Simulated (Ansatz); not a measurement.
Ansatz (a program for electronic structure) input (RI-MP2/cc-pV(Q+d)Z):
A basis named .json is the Basis Set Exchange file of that set.

Ansatz 0.2 input:
```yaml
crystal:
  periodic: [false, false, false]
  atoms:
    - {symbol: C, position_ang: [-2.19443148, 0.28753428, 0.29471879]}
    - {symbol: C, position_ang: [-1.17691056, -0.02544691, -0.52064559]}
    - {symbol: C, position_ang: [-0.06493363, -0.82036622, 0.12327584]}
    - {symbol: Si, position_ang: [1.44153429, 0.25876899, -0.07809406]}
    - {symbol: H, position_ang: [-3.04574111, 0.89186914, -0.02745587]}
    - {symbol: H, position_ang: [-2.25642312, -0.04531983, 1.35375872]}
    - {symbol: H, position_ang: [-0.21453773, -1.11194772, 1.19278203]}
    - {symbol: H, position_ang: [0.14993923, -1.74170083, -0.43712048]}
    - {symbol: H, position_ang: [1.87413591, 0.41262904, -1.49397105]}
    - {symbol: H, position_ang: [1.27385068, 1.62243202, 0.49199023]}
    - {symbol: H, position_ang: [2.65495003, -0.30105460, 0.62923908]}
basis:
  gaussian:
    orbitals: cc-pV_Q+d_Z.json
    fitting: {mean_field: def2-universal-jkfit, correlation: cc-pVQZ-RIFIT.json}
total_charge: -1
magnetization: {spin_polarized: false}
correlation: {method: mp2, electrons: outside_noble_gas}
```

End of the output:

```
integrals: 0.67 GiB planned
479 factors; integrals over basis functions are off by at most 6.2e0 eV
0.84 GiB of device memory are held for the factors and their scratch space
mean field: 1.57 GiB planned
mean field evaluation 1: about -11060.6906 eV, gradient 2.7e1 eV
mean field evaluation 2: about -11063.0005 eV, gradient 1.0e1 eV
mean field evaluation 4: about -11063.4236 eV, gradient 7.3e-1 eV
mean field evaluation 8: about -11063.4273 eV, gradient 2.8e-6 eV
mean field -11063.42726486 eV, -406.5734529232 hartree, gradient 2.8e-6 eV, S^2 0.000000; 0 other end points of the search recorded, 0 dependent functions left out
8 core orbitals not correlated
939 factors; their error is unknown
reference -11063.42726486 eV, -406.5734529232 hartree; 12, 12 occupied and 419, 419 virtual orbitals, 939 factors
second order -18.71737221 eV of doubles, -0.00000000 eV of singles
Total energy: -11082.14463707 eV, -407.2613036648 hartree
```

It need not be the lowest isomer of its formula. Whether it binds its extra electron was not tested at this geometry.
